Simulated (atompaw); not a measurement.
## manganese: one change to a PAW (atompaw) potential, before and after

atompaw 4.2.0.5 input, output lines left out:

```
Mn 25
GGA-PBE scalarrelativistic loggrid 1500 logderivrange -11 5 401
4 4 3 0 0 0
4 0 0
4 1 0
3 2 4
0 0 0
c
c
v
v
c
v
v
v
2
1.70 1.45 1.50 0.95
n
n
y
-2.7
n
custom rrkj gramschmidtortho besselshape
3 0 troulliermartins
1.15
1.70
0.95
1.70
1.70
1.70
```

Change: all radii scaled by about 1.18 (s 1.36, p 1.12, d 2.00 bohr); local potential troulliermartins scheme with l = 3 at 0 Ry, radius 1.76 bohr; augmentation besselshape compensation charge, radius 1.70 bohr; PAW radius 2.00 bohr; waves and projectors: custom rrkj gramschmidtortho; core correction smooth core density matched at 1.12 bohr.

Cutoffs: the cutoffs (Ry, on a coarse ladder) from which the occupation-weighted sum of valence levels, in a spherical-Bessel basis at the reference potential, stays within 10 and 1 mRy of its value at 400 Ry; they do not see the model core or the augmentation charge, which bear on the density cutoff.

Task: What does the change do?

Result: The potential gets softer (90 Ry and 160 Ry → 70 Ry and 120 Ry); the bound ghost in p disappears. A larger radius leaves more room for a smooth pseudo-wave, so fewer plane waves are needed.

| quantity | base | changed |
| --- | --- | --- |
| cutoff, loose | 90 Ry | 70 Ry |
| cutoff, tight | 160 Ry | 120 Ry |
| loose cutoff by channel (10 mRy a level) | s 35 Ry, p 70 Ry, d 35 Ry | s 30 Ry, p 55 Ry, d 21 Ry |
| bound ghosts | p | none |
| lowest overlap eigenvalue by channel | s 0.13, p 0.42, d 1.00 | s 0.40, p 0.48, d 1.00 |

 A true bound ghost makes a file unfit for plane-wave use even where its test errors are small: the radial tests pick states by their node count and pass the ghost by. The cutoffs see the waves, projectors and local potential, not the compensation charge or the core.
